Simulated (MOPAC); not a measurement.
A run for MOPAC: PM6 on AsClH4 (a complex), monomers drawn apart or pushed together.

```
PM6 1SCF PRECISE CHARGE=0 THREADS=1
AsClH4

Cl     1.20790380 1     0.53037820 1     0.65711566 1
H      0.72764192 1     0.27999148 1     1.82364411 1
As    -0.52316954 1    -0.37455923 1     4.89702827 1
H     -1.09684843 1     0.67575996 1     3.95007719 1
H     -0.42301431 1    -1.40982334 1     3.78025207 1
H      0.90515776 1     0.10639258 1     4.65737103 1
```

It printed:

```
*******************************************************************************
 **                                                                           **
 **                              MOPAC v23.2.5                                **
 **                                                                           **
 *******************************************************************************
 ** MOPAC's Digital Object Identifier: https://doi.org/10.5281/zenodo.6511958 **
 **                                                                           **
 ** Please cite the open-source release paper for use of this MOPAC version:  **
 ** J. E. Moussa and J. J. P. Stewart (2026)                                  **
 ** MOPAC: An open-source semiempirical molecular orbital program             **
 ** J. Open Source Softw., 11(119), 8025, https://doi.org/10.21105/joss.08025 **
 *******************************************************************************

                              PM6 CALCULATION RESULTS

 *******************************************************************************
 *  PM6        - The PM6 Hamiltonian to be used
 *
 *
 *
 *                 CHARGE ON SYSTEM = 0
 *
 *
 *
 *  PRECISE    - TIGHTER CRITERIA TO BE USED
 *  1SCF       - DO 1 SCF AND THEN STOP
 *  THREADS=1  - MULTI-THREADING NOT USED
 *  T=         - A TIME OF 172800.0 SECONDS REQUESTED
 *  DUMP=N     - RESTART FILE WRITTEN EVERY 7200.0 SECONDS REQUESTED
 *******************************************************************************
PM6 1SCF PRECISE CHARGE=0 THREADS=1
 AsClH4

   ATOM   CHEMICAL          X               Y               Z
  NUMBER   SYMBOL      (ANGSTROMS)     (ANGSTROMS)     (ANGSTROMS)

     1      Cl          1.20790380  *   0.53037820  *   0.65711566  *
     2       H          0.72764192  *   0.27999148  *   1.82364411  *
     3      As         -0.52316954  *  -0.37455923  *   4.89702827  *
     4       H         -1.09684843  *   0.67575996  *   3.95007719  *
     5       H         -0.42301431  *  -1.40982334  *   3.78025207  *
     6       H          0.90515776  *   0.10639258  *   4.65737103  *



          CARTESIAN COORDINATES

    NO.       ATOM           X           Y           Z

     1        Cl          1.2079      0.5304      0.6571
     2         H          0.7276      0.2800      1.8236
     3        As         -0.5232     -0.3746      4.8970
     4         H         -1.0968      0.6758      3.9501
     5         H         -0.4230     -1.4098      3.7803
     6         H          0.9052      0.1064      4.6574

 General Reference for PM6:
 "Optimization of Parameters for Semiempirical Methods V: Modification of NDDO Approximations
 and Application to 70 Elements", J. J. P. Stewart, J. Mol. Mod., 13, 1173-1213 (2007)
 URL: https://link.springer.com/article/10.1007/s00894-007-0233-4

           Empirical Formula: H4 Cl As  =     6 atoms



      MOLECULAR POINT GROUP   :   C3v


      RHF CALCULATION, NO. OF DOUBLY OCCUPIED LEVELS = 8


 -------------------------------------------------------------------------------
 PM6 1SCF PRECISE CHARGE=0 THREADS=1
 AsClH4



     1SCF WAS SPECIFIED, SO BFGS WAS NOT USED
     SCF FIELD WAS ACHIEVED


                              PM6 CALCULATION
                                                       MOPAC v23.2.5 Linux




          FINAL HEAT OF FORMATION =        -20.09935 KCAL/MOL =     -84.09570 KJ/MOL


          COSMO AREA              =        115.13 SQUARE ANGSTROMS
          COSMO VOLUME            =         94.07 CUBIC ANGSTROMS

          IONIZATION POTENTIAL    =         10.052721 EV
          HOMO LUMO ENERGIES (EV) =        -10.053  2.144
          NO. OF FILLED LEVELS    =          8
          MOLECULAR WEIGHT        =        114.4062         POINT GROUP:  C3v

          MOLECULAR DIMENSIONS (Angstroms)

            Atom       Atom       Distance
           As     3   Cl     1     4.66823
            H     4    H     5     2.19831
            H     6    H     4     1.90372


          SCF CALCULATIONS        =          1





   ATOM   CHEMICAL          X               Y               Z
  NUMBER   SYMBOL      (ANGSTROMS)     (ANGSTROMS)     (ANGSTROMS)

     1      Cl          1.20790380  *   0.53037820  *   0.65711566  *
     2       H          0.72764192  *   0.27999148  *   1.82364411  *
     3      As         -0.52316954  *  -0.37455923  *   4.89702827  *
     4       H         -1.09684843  *   0.67575996  *   3.95007719  *
     5       H         -0.42301431  *  -1.40982334  *   3.78025207  *
     6       H          0.90515776  *   0.10639258  *   4.65737103  *

                             CARTESIAN COORDINATES

   1   Cl        1.207903800     0.530378200     0.657115660
   2    H        0.727641920     0.279991480     1.823644110
   3   As       -0.523169540    -0.374559230     4.897028270
   4    H       -1.096848430     0.675759960     3.950077190
   5    H       -0.423014310    -1.409823340     3.780252070
   6    H        0.905157760     0.106392580     4.657371030


           Empirical Formula: H4 Cl As  =     6 atoms



      MOLECULAR POINT GROUP   :   C3v


                  EIGENVALUES
 -27.01995 -17.92598 -16.33656 -12.40784 -12.40707 -11.61544 -11.61542 -10.05272
   2.14413   3.31391   3.31468   3.45778  54.41293  54.41366  54.44156  54.56496
  54.56549  88.79360  88.96110  88.96112  89.83950  89.83950


              NET ATOMIC CHARGES AND DIPOLE CONTRIBUTIONS

  ATOM NO.   TYPE          CHARGE      No. of ELECS.   s-Pop       p-Pop       d-Pop
    1         Cl          -0.223716        7.2237     1.98868     5.23325     0.00179
    2          H           0.221096        0.7789     0.77890
    3         As           0.140594        4.8594     1.74202     3.10792     0.00946
    4          H          -0.046072        1.0461     1.04607
    5          H          -0.046072        1.0461     1.04607
    6          H          -0.045830        1.0458     1.04583
 DIPOLE           X         Y         Z       TOTAL
 POINT-CHG.    -0.741    -0.386     1.802     1.986
 HYBRID         0.389     0.202    -0.939     1.036
 SUM           -0.352    -0.184     0.863     0.950


          ATOMIC ORBITAL ELECTRON POPULATIONS

     Atom    s        px        py        pz      x^2-y^2     xz        z^2       yz        xy
    1 Cl   1.98868   1.89307   1.97091   1.36927   0.00002   0.00061   0.00094   0.00019   0.00003
    2  H   0.77890
    3 As   1.74202   0.98913   0.96372   1.15507   0.00192   0.00095   0.00120   0.00415   0.00126
    4  H   1.04607
    5  H   1.04607
    6  H   1.04583

 **********************
 *                    *
 * JOB ENDED NORMALLY *
 *                    *
 **********************




 == MOPAC DONE ==
```

The run finished.

Cost: roughly 0.020 core-seconds.
